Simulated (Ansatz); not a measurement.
`BB1CO1` + SiH₄ → `[SiH3]B1CO1` + BH₃  (formal exchange of groups at a B–B bond)

Gas-phase electronic energies from Ansatz, PBE0-D4/def2-TZVP geometries. CCSD(T)/CBS is the MP2 limit (def2-TZVPP, def2-QZVPP) plus CCSD(T) − MP2 in def2-TZVPP, frozen cores. This one scheme is used for every species.

```json
{"species": "`BB1CO1`", "HF/def2-QZVPP energy (Eh)": "-164.45344"}
{"species": "SiH₄", "HF/def2-QZVPP energy (Eh)": "-291.26782"}
{"species": "`[SiH3]B1CO1`", "HF/def2-QZVPP energy (Eh)": "-429.31441"}
{"species": "BH₃", "HF/def2-QZVPP energy (Eh)": "-26.40232"}
```

Question: Work out ΔE.

Answer: ΔE = (-429.31441) + (-26.40232) − (-164.45344) − (-291.26782) = 0.00453 Eh = +2.8 kcal/mol. CCSD(T)/CBS gives +2.3 kcal/mol.

Largest T1 diagnostic among the species: 0.016.

From BLYP to BHLYP (50 % exact exchange), in def2-TZVPP and without D4, ΔE moves by −1.3 kcal/mol. Leaving LDA and LC-ωPBE aside and taking each functional with its dispersion term where it has one, the values, not all of them listed here, spread over 2.8 kcal/mol, from PBE-QIDH to B97M-V. LDA lies +1.2 kcal/mol from PBE without D4.
